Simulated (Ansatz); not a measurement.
`CC(C)[NH][Hf]([F])([Cl])[Cl]` + `CC(C)N` → `CC(C)[NH][Hf]([Cl])([Cl])[NH]C(C)C` + H–F  (ligand exchange at the Hf–F bond)

Program: Ansatz. Geometries: PBE0-D4/def2-TZVP. ΔE: electronic, gas phase. CCSD(T)/CBS is the MP2 limit (def2-TZVPP, def2-QZVPP) plus CCSD(T) − MP2 in def2-TZVPP, frozen cores. This one scheme is used for every species. Functionals use def2-TZVPP. Elements past krypton have def2 core potentials. For Hf outer-core shells are correlated without core-valence functions, which leaves a few kJ/mol of doubt a bond. One conformer a species, not always the lowest.

(1) Is it downhill or uphill in electronic energy at CCSD(T)/CBS, and by how much? (Best estimate.)

(2) What do these levels give: BHLYP-D4, BLYP, RPA@PBE/def2-TZVPP, MP2/def2-SVP, CCSD/def2-SVP, HF/def2-TZVPP? (Estimate.)

Largest T1 diagnostic among the species: 0.013.

## Answers

(1) The calculation gave: Uphill: ΔE = +23.8 kcal/mol.

(2) Ansatz gave: BHLYP-D4 26.7, BLYP 33.2, RPA@PBE/def2-TZVPP 23.0, MP2/def2-SVP 24.1, CCSD/def2-SVP 26.4, HF/def2-TZVPP 33.6 kcal/mol.

Leaving LDA and LC-ωPBE aside and taking each functional with its dispersion term where it has one, the values, not all of them listed here, spread over 3.1 kcal/mol, from revPBE-D4 to B97M-V. LDA lies −4.5 kcal/mol from PBE without D4. From BLYP to BHLYP (50 % exact exchange), in def2-TZVPP and without D4, ΔE moves by −1.6 kcal/mol.
